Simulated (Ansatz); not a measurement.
`CC1=CC(C)=[O+][B-](C)(Cl)O1` and `CC1=CC(C)=[O+][B-](C)(F)O1` differ in one element.

Ansatz, PBE0-D4/def2-TZVP geometries, multiplicity 1. 

```tsv
property	`CC1=CC(C)=[O+][B-](C)(Cl)O1`
HOMO energy (ωB97M-V/def2-TZVPP) / eV	-9.60
HOMO energy (PBE0/def2-TZVPP) / eV	-7.42
size of the dipole moment (PBE/def2-TZVPP) / D	5.72
LUMO energy (PBE/def2-TZVPP) / eV	-3.08
size of the dipole moment (ωB97M-V/def2-TZVPP) / D	6.07
HOMO energy (PBE/def2-TZVPP) / eV	-6.16
```

Q: Give the same properties after the change, and the shifts. (Estimate.)

A: The calculation gave: 
| property | `CC1=CC(C)=[O+][B-](C)(F)O1` | shift |
| --- | --- | --- |
| HOMO energy (ωB97M-V/def2-TZVPP) / eV | -9.69 | -0.09 |
| HOMO energy (PBE0/def2-TZVPP) / eV | -7.53 | -0.11 |
| size of the dipole moment (PBE/def2-TZVPP) / D | 5.09 | -0.63 |
| LUMO energy (PBE/def2-TZVPP) / eV | -2.88 | 0.20 |
| size of the dipole moment (ωB97M-V/def2-TZVPP) / D | 5.39 | -0.68 |
| HOMO energy (PBE/def2-TZVPP) / eV | -6.37 | -0.21 |

With PBE0 the HOMO falls by 0.11 eV and the LUMO rises by 0.22 eV, so the gap widens by about 0.33 eV. PBE moves the HOMO by -0.21 eV and ωB97M-V by -0.09 eV. Dipoles are sizes alone; their direction can turn.

Positive LUMOs are unbound, so they and the gaps depend on the basis.
